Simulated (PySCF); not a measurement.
C5H14N2Si.
SMILES: `NC[C@@H]1CCN([SiH3])C1`

The closed-shell ground state was solved at several levels (PySCF, density fitting, gas phase, non-relativistic). The structure is a single PBE0-D3(BJ)/def2-SVP conformer in the gas phase; no vibrational or solvent corrections.

```tsv
level	basis functions	total energy (Eh)	HOMO (eV)	LUMO (eV)	gap (eV)	dipole (D)
HF/pcSseg-1	213	-595.2486	-9.50	3.89	13.39	1.12
wB97X-D/def2-SVPD	276	-597.5611	-8.14	2.06	10.20	1.06
```

Q: Estimate the row for PBE0/pcSseg-1, a basis of 213 functions; the other rows only guide the guess.

A: Total energy -597.4140 Eh, HOMO -6.26 eV, LUMO 0.81 eV, gap 7.07 eV, dipole 1.16 D.

Q: Over all these levels, which gives the widest orbital gap and which the narrowest?

A: HF/pcSseg-1 (Hartree–Fock, all exact exchange) has the widest, 13.39 eV, and PBE0/pcSseg-1 (global hybrid, 25 % exact exchange) the narrowest, 7.07 eV. The two share the basis. From the narrowest to the widest the HOMO moves by -3.24 eV and the LUMO by +3.08 eV. The HOMO need not be the same orbital at Hartree–Fock and at DFT levels.

Q: How far do the dipole and the HOMO energy spread over the levels?

A: The dipole runs from 1.06 to 1.16 D (mean 1.11 D) and the HOMO from -9.50 to -6.26 eV.

Note: wB97X-D ran without an empirical dispersion term, which enters the total energy and its gradient alone.
